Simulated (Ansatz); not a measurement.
B$_{2}$GeH$_{7}$N (`[BH2][GeH2][BH]N`), relaxed with RKS PBE-D4/def2-SVP in Ansatz 0.2.0 from a rough embedded geometry. The force threshold is 0.03 eV/Å; the program also tests the step.

Charge 0, multiplicity 1.

Start:

```xyz
11

B     0.391   -1.071    1.810
Ge    0.909    0.016    0.263
B    -0.725    0.901   -0.442
N    -1.284    0.638   -1.917
H     0.603   -2.285    1.834
H    -0.092   -0.609    2.820
H     1.491   -0.888   -0.849
H     1.900    1.079    0.668
H    -1.391    1.680    0.260
H    -0.440    0.913   -2.504
H    -1.361   -0.374   -1.943
```

| step | energy (eV) | largest force (eV/Å) | largest move (Å) |
| --- | --- | --- | --- |
| 1 | -59450.5293 | 3.473 | 0.000 |
| 2 | -59450.9199 | 1.858 | 0.133 |
| 3 | -59451.1588 | 1.579 | 0.194 |
| 4 | -59451.4220 | 2.008 | 0.200 |
| 5 | -59451.6859 | 2.277 | 0.195 |
| 6 | -59452.0057 | 1.998 | 0.200 |
| 7 | -59452.2486 | 1.087 | 0.200 |
| 8 | -59452.3757 | 0.451 | 0.200 |
| 9 | -59452.4299 | 0.119 | 0.199 |
| 10 (rejected) | -59452.3975 | 0.321 | 0.200 |
| 11 | -59452.4402 | 0.046 | 0.100 |
| 12 | -59452.4416 | 0.062 | 0.066 |
| 13 (rejected) | -59452.4387 | 0.224 | 0.074 |
| 14 | -59452.4425 | 0.032 | 0.037 |
| 15 | -59452.4427 | 0.020 | 0.035 |
| 16 | -59452.4429 | 0.016 | 0.034 |

End:

```xyz
11

B     0.332   -1.125    1.914
Ge    1.028   -0.038    0.327
B    -0.611    0.903   -0.558
N    -1.041    0.507   -1.823
H     0.009   -2.292    1.786
H     0.143   -0.591    2.992
H     1.735   -0.926   -0.747
H     2.043    1.058    0.769
H    -1.212    1.793    0.015
H    -1.835    0.938   -2.302
H    -0.590   -0.227   -2.372
```

It took 13 s on 4 threads of a server CPU on a shared host, with 0.18 GiB of host memory at the peak.
